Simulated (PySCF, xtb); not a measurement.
SiHF, SMILES F[SiH] (connectivity only; charge and spin as stated), neutral, multiplicity 1.

GFN2-xTB in xtb 6.7.1 at its own geometry gives an orbital gap of 2.58 eV and a dipole moment of 1.60 D.

Geometry: PBE0-D3(BJ)/def2-TZVPD. The isomer is the one that the SMILES or the coordinates give; other isomers of the formula were not compared.

Question: What does PBE/def2-TZVPD run with PySCF give? (An estimate is asked for; the answer gives what the named calculation found.)

Answer: gap 2.31 eV (levels -5.89 and -3.58 eV), dipole 0.86 D.
